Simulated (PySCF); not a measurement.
Q: What does the PBE0-D3(BJ)/def2-SVP structure of `C[Si@H]1C=Cc2c(F)cccc21` look like in three dimensions?

A: 
Z-matrix in Å and degrees, rows numbered from 1:
```
C 
Si  1  1.8760
C   2  1.8755  1  115.34
C   3  1.3505  2  108.75  1   117.30
C   4  1.4726  3  116.99  2     0.02
C   5  1.3929  4  125.40  3  -179.46
F   6  1.3351  5  119.60  4     0.00
C   6  1.3912  5  121.42  4   179.90
C   8  1.3926  6  119.33  5    -0.13
C   9  1.3997  8  120.41  6     0.03
C  10  1.3908  9  119.98  8     0.07
H   1  1.1002  2  110.31  3   -51.22
H   1  1.1011  2  111.00  3    69.04
H   1  1.1012  2  110.67  3  -171.15
H   2  1.4975  1  109.64  3  -128.91
H   3  1.0925  2  129.96  1   -62.76
H   4  1.0947  3  123.94  2  -179.97
H   8  1.0917  6  118.90  5   179.91
H   9  1.0926  8  119.40  6  -179.96
H  10  1.0933  9  119.42  8  -179.99
```

The 5-membered ring Si2–C3–C4–C5–C11 has internal angles of 91.8° to 117.0° (sum 540°, against 540° for a flat polygon); it is planar, 0.00 Å rms from its mean plane, widest ring torsion 0°. The 8 C–C bonds span 1.351 Å (C3=C4, drawn double) to 1.473 Å (C4–C5, drawn single), a spread of 0.122 Å. Of the pairs four or more bonds apart, F7···H17 is among the closest relative to their van der Waals radii: 2.64 Å, 99 % of the sum of Bondi's values. Si2 (SiH silicon) has angles from 91.8° to 115.3°.

Theory: PySCF 2.14.0, PBE0-D3(BJ)/def2-SVP geometry optimisation, gas phase.

Point group: C1 (no symmetry element, even within 0.4 Å). No frequency check.

Time: 4.0 min. Hardware: one thread, x86-64 server, no GPU (shared host). This is the geometry optimisation.
